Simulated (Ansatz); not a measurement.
A run for Ansatz (a quantum-chemistry and plane-wave program): R-wB97X-V/def2-TZVPP on C2H6O (SMILES CCO).

Ansatz 0.2 input:
```yaml
crystal:
  periodic: [false, false, false]
  atoms:
    - {symbol: C, position_ang: [-0.86945485, 0.22543586, 0.19975192]}
    - {symbol: C, position_ang: [0.38903465, -0.35355650, -0.42415182]}
    - {symbol: O, position_ang: [1.56358009, 0.37351086, -0.07471322]}
    - {symbol: H, position_ang: [-1.75315179, -0.32632931, -0.12962711]}
    - {symbol: H, position_ang: [-0.98966573, 1.27293145, -0.08063469]}
    - {symbol: H, position_ang: [-0.82904571, 0.16567534, 1.29102275]}
    - {symbol: H, position_ang: [0.49574485, -1.41155841, -0.15296266]}
    - {symbol: H, position_ang: [0.33269018, -0.30107556, -1.51231649]}
    - {symbol: H, position_ang: [1.66016832, 0.35496626, 0.88363132]}
basis:
  gaussian:
    orbitals: def2-TZVPP
hamiltonian:
  xc: {name: wB97X-V}
scf: {lower_state_search: off}
```

Program output:

```
WARN ansatz: RAYON_NUM_THREADS=4 ignored (pool sized by the plan → 4); use --threads N
Functional definition: wB97X-V
these checks for a lower state are left out or cut short: stability, starts, cluster_reference, orbital_swaps, neighbouring_geometries, increment
integrals: 0.08 GiB planned
865 factors; their error is unknown
integrals: 0.12 GiB planned
231 factors; integrals over basis functions are off by at most 1.1e-5 eV
mean field: 0.89 GiB planned
mean field evaluation 1: about -4215.4408 eV, gradient 4.5e1 eV
mean field evaluation 2: about -4216.6072 eV, gradient 4.0e1 eV
mean field evaluation 4: about -4219.2665 eV, gradient 1.6e0 eV
mean field evaluation 8: about -4219.2795 eV, gradient 4.7e-2 eV
mean field evaluation 16: about -4219.2647 eV, gradient 1.9e-5 eV
mean field -4219.26465092 eV, -155.0551160011 hartree, gradient 4.4e-6 eV, S^2 0.000000; 0 other end points of the search recorded, 0 dependent functions left out
reference -4219.26464926 eV, -155.0551159399 hartree; 13, 13 occupied and 164, 164 virtual orbitals, 865 factors
Total energy: -4219.26464926 eV, -155.0551159399 hartree
Checks for a lower state left out: stability, starts, cluster_reference, orbital_swaps, neighbouring_geometries, increment
```

The run converged.

Cost: about 5 core-seconds (a rough figure).
